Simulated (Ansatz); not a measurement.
Cartesian coordinates in Å:
```
C -1.5138 -0.2805 1.1740
N -0.4307 -0.7842 0.3520
Al 0.7407 0.1415 -0.5746
B 2.0183 1.2909 -1.5889
S 2.4429 -0.4355 -1.8716
H -1.4111 -0.5829 2.2220
H -1.5249 0.8121 1.1539
H -2.4931 -0.6197 0.8189
H -0.3901 -1.7922 0.3465
H 2.5619 2.2504 -2.0321
```

Charge 0, multiplicity 1.

Task: List the ωB97M-V/def2-TZVPP orbital energies in eV (Ansatz). (Best estimate.)

Result: The calculation gave: Occupied: -2426.29, -1531.99, -394.43, -282.35, -220.28, -188.25, -163.33, -163.32, -163.27, -116.64, -76.26, -76.21, -76.07, -27.23, -22.75, -21.41, -16.44, -15.19, -14.88, -14.74, -13.34, -12.52, -10.80, -10.49, -9.56, -8.19. Lowest empty: 0.31, 0.87, 2.02, 2.17, 2.69, 3.36, 3.70, 4.08.
